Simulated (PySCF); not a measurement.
Electron correlation in Se²²⁺ (selenium, charge +22)

[Ne] 3s2, closed-shell 1S. Computed with PySCF 2.14 in an uncontracted even-tempered set (16 s from 2.5 bohr⁻², ratio 2.5; 10 p from 3.2 bohr⁻², ratio 2.5; 5 d from 12 bohr⁻², ratio 2.7; 4 f from 19 bohr⁻², ratio 2.7), with the non-relativistic Hamiltonian (point nucleus). Frozen: 1s2; 10 electrons correlated; the 17 highest virtual orbitals of each spin left out.

| level | correlation energy (mhartree) |
| --- | --- |
| CCSD | -450.78 |
| (T) | -2.01 |
| CCSD(T) | -452.79 |

Diagnostics: T1 = 0.00064, D1 = 0.0020, largest double amplitude 0.090.

Task: Is a single reference adequate?

Result: Mostly. T1 lies below 0.03, but a double amplitude of this size points to a near-degeneracy that CCSD handles and MP2 describes poorly.

At this charge a non-relativistic calculation is a model, useful for the Z dependence of the correlation energy.
